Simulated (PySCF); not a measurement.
Do core-level shifts follow atomic charges?

Compound: Si(vinyl)2(NHMe)2, C6H14N2Si.
Cartesian coordinates in Å at the PBE0-D3(BJ)/def2-SVP level; atoms count from 1:
```
atom  x, y, z in Å
Si1   -0.1004    0.3290    0.0766
C2    -0.2266    0.6501    1.9199
C3    -0.8030   -0.2288    2.7484
H4     0.1877    1.5698    2.3571
H5    -1.2289   -1.1653    2.3682
H6    -0.8808   -0.0627    3.8293
C7     1.7120    0.1916   -0.3895
C8     2.7110    0.1102    0.4978
H9     1.9773    0.2015   -1.4567
H10    2.5168    0.0909    1.5769
H11    3.7643    0.0560    0.1973
N12   -0.9396    1.6296   -0.6953
C13   -1.0674    1.7987   -2.1207
H14   -1.1067    2.4697   -0.1545
H15   -0.3011    2.4623   -2.5677
H16   -0.9771    0.8175   -2.6128
H17   -2.0565    2.2032   -2.4003
N18   -0.8617   -1.1315   -0.4511
C19   -0.2827   -2.4481   -0.5309
H20   -1.8716   -1.1070   -0.5415
H21   -0.5278   -2.9539   -1.4823
H22    0.8143   -2.3720   -0.4809
H23   -0.5942   -3.1212    0.2909
```

Binding energies: PySCF 2.14.0, delta-SCF UKS SCAN, pcX-2 on the ionised atom, pcseg-1 elsewhere, spin-free X2C. Charges: PBE0/pcSseg-1 ground-state density, for the ionised atom.

```
atom                   environment  C 1s (eV)  Mulliken (e)  IAO (e)  Hirshfeld (e)  ESP (e)
  C2  carbon bonded to C, Si and H     289.61        -0.522   -0.455         -0.145   -0.380
  C3    carbon bonded to C and 2 H     290.12        -0.180   -0.269         -0.086   -0.264
 C13    carbon bonded to N and 3 H     291.23        -0.101   -0.289         -0.069   +0.027
```

Q: How well does each charge scheme correlate with the binding energies over these sites?

A: ESP: r = 1.00, slope 3.9 eV per e; Hirshfeld: r = 0.87, slope 18.0 eV per e; Mulliken: r = 0.85, slope 3.1 eV per e; IAO: r = 0.67, slope 5.4 eV per e. ESP charges have the highest r, on only 3 points.

Q: The point-charge model writes a binding energy as kq + V + constant, with V the potential of the other atoms' charges at the site. What does it give with the IAO charges?

A: V = Σ 14.40 eV Å × q/r over all other atoms: +4.99 eV at C2, +1.93 eV at C3, +2.49 eV at C13. Fitting binding energy − V to q gives k = 21.4 eV per e and leaves an rms residual of 0.40 eV, against 0.50 eV for the fit on q alone. The model has no term for differences in relaxation between sites.

One conformer (not necessarily the lowest) at the PBE0-D3(BJ)/def2-SVP geometry, without solvent, vibrations or thermal averaging.
